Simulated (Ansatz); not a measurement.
Al2BrH3Si, 7 atoms. Total charge 0; spin multiplicity 1. Correlated methods include outer-core shells of Br, which these sets cover unevenly. Scalar relativity is left out up to krypton. The bonds changed during the relaxation, so this is another structure than the one it started from. All runs use 2 threads of an Arm Neoverse V2 on a shared host. Correlated methods freeze the cores.

Problem. How many basis functions does each run have, and how long does it take in Ansatz? RHF-CCSD(T)/def2-TZVPP energy; RKS PBE0-D4/def2-TZVP frequencies; RKS r2SCAN-D4/def2-TZVPP energy and forces; direct RPA on PBE orbitals/def2-TZVPP energy; RKS PBE0-D4/def2-TZVPP energy; RHF-CCSD(T)/def2-SVP energy; RKS ωB97M-V/def2-QZVPP energy; RHF-MP2/def2-QZVPP energy; RKS B2PLYP (frozen core)/def2-TZVPP energy; RKS PBE0-D4/def2-TZVP relaxation (7 steps); RKS PBE0-D4/def2-QZVPP energy; RKS BLYP-D4/def2-TZVPP energy. (Best estimate.)

Solution. Computed: Other jobs shared the machine, so times are rough.

| level | job | functions | wall time | peak host memory (GiB) |
| --- | --- | --- | --- | --- |
| RKS BLYP-D4/def2-TZVPP | energy | 216 | 3.3 s | 0.3 |
| RHF-CCSD(T)/def2-SVP | energy | 101 | 4.4 s | 0.42 |
| RKS PBE0-D4/def2-TZVPP | energy | 216 | 6 s | 0.71 |
| direct RPA on PBE orbitals/def2-TZVPP | energy | 216 | 6.5 s | 0.44 |
| RKS r2SCAN-D4/def2-TZVPP | energy and forces | 216 | 8 s | 0.32 |
| RKS B2PLYP (frozen core)/def2-TZVPP | energy | 216 | 9 s | 0.56 |
| RKS PBE0-D4/def2-QZVPP | energy | 389 | 16 s | 1.5 |
| RHF-MP2/def2-QZVPP | energy | 389 | 27 s | 1.9 |
| RKS ωB97M-V/def2-QZVPP | energy | 389 | 40 s | 1.7 |
| RKS PBE0-D4/def2-TZVP | relaxation (7 steps) | 177 | 44 s | 0.53 |
| RHF-CCSD(T)/def2-TZVPP | energy | 216 | 100 s | 2.7 |
| RKS PBE0-D4/def2-TZVP | frequencies | 177 | 3.1 min | 0.52 |
